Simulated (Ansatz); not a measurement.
Reaction (formal exchange of groups at a C–Al bond): `C[CH2][AlH][SiH3]` + `C=C(C)C` → `CCC=C(C)C` + `[AlH2][SiH3]`

Isolated molecules relaxed with PBE0-D4/def2-TZVP in Ansatz; ΔE leaves out vibrations. CCSD(T)/CBS adds triple-zeta CCSD(T) − MP2 to the extrapolated MP2 energy (def2 sets, frozen cores). This one scheme is used for every species. DFT in def2-TZVPP. B3LYP here is the variant with VWN-RPA as its local correlation; programs differ in this. One conformer a species, not always the lowest.

```
             level  ΔE (kcal/mol)  difference from CCSD(T)/CBS
            PBE-D4            6.4                          0.3
           PBE0-D4            6.0                         -0.1
           ωB97X-V            5.6                         -0.5
           ωB97M-V            6.6                          0.5
            B2PLYP            6.4                          0.3
               PBE            6.8                          0.7
            r2SCAN            7.0                          0.9
             B3LYP            6.8                          0.7
    MP2/def2-TZVPP            5.7                         -0.4
   CCSD/def2-TZVPP            5.7                         -0.4
CCSD(T)/def2-TZVPP            5.7                         -0.4
    MP2/def2-QZVPP            5.9                         -0.2
SCS-MP2/def2-QZVPP            5.6                         -0.5
      HF/CBS(def2)            5.2                         -0.9
     MP2/CBS(def2)            6.1                          0.0
    CCSD/CBS(def2)            6.1                          0.0
       CCSD(T)/CBS            6.1                            0
```

Largest T1 diagnostic among the species: 0.012.
